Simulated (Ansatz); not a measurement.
(LiH)n off (charge +1): gap (eV) at several levels, gas phase, relaxed structures; Ansatz. Clusters are the lowest isomers that short searches found in that spin, judged at the geometry's level. HOMO and LUMO are taken over both spins. A dash marks a value that wasn't run or was left out as unsound. The structures are stationary points that may keep the symmetry of their start.

| species | state | geometry | PBE-D4/def2-SVP | r2SCAN-D4/def2-TZVP | PBE0-D4/def2-SVP | PBE0-D4/def2-TZVP | ωB97M-V/def2-TZVP |
| --- | --- | --- | --- | --- | --- | --- | --- |
| Li2H⁺ | singlet | PBE0-D4/def2-TZVP | 5.98 | 7.86 | 7.76 | 7.75 | 10.52 |
| Li2H2⁺ | doublet | PBE-D4/def2-TZVP | 1.59 | 2.39 | 3.65 | 3.63 | – |
| Li3H3⁺ | doublet | PBE0-D4/def2-TZVP | 1.79 | 2.87 | 3.05 | 3.00 | – |
| Li5H4⁺ | singlet | PBE0-D4/def2-TZVP | 4.20 | 4.92 | 6.01 | 5.94 | 9.20 |
| Li5H5⁺ | doublet | PBE0-D4/def2-TZVP | 1.05 | 1.71 | 2.48 | 2.40 | 5.08 |
| Li6H5⁺ | singlet | r2SCAN-D4/def2-TZVP | 3.93 | 4.75 | 5.73 | 5.72 | 8.85 |
| Li6H6⁺ | doublet | r2SCAN-D4/def2-TZVP | 0.53 | 0.58 | 1.42 | 1.41 | 4.13 |
| Li7H7⁺ | doublet | PBE-D4/def2-TZVP | 0.83 | 1.33 | 1.96 | 1.96 | 3.74 |
| Li9H8⁺ | singlet | PBE-D4/def2-SVP | 3.50 | 4.27 | 5.30 | 5.30 | 8.49 |

Problem. Estimate the column for B3LYP-D4/6-31G.

Solution. Li2H⁺ 7.24; Li2H2⁺ 2.97; Li3H3⁺ 2.38; Li5H4⁺ 5.60; Li5H5⁺ 1.91; Li6H6⁺ 1.20; Li9H8⁺ 4.95.

Over the 5 species that have every level, the mean is 3.05 at PBE-D4/def2-SVP, 3.87 at r2SCAN-D4/def2-TZVP, 4.18 at B3LYP-D4/6-31G, 4.60 at PBE0-D4/def2-SVP, 4.56 at PBE0-D4/def2-TZVP, 7.49 at ωB97M-V/def2-TZVP. Orbital gaps grow with the share of exact exchange and aren't one observable across functionals.
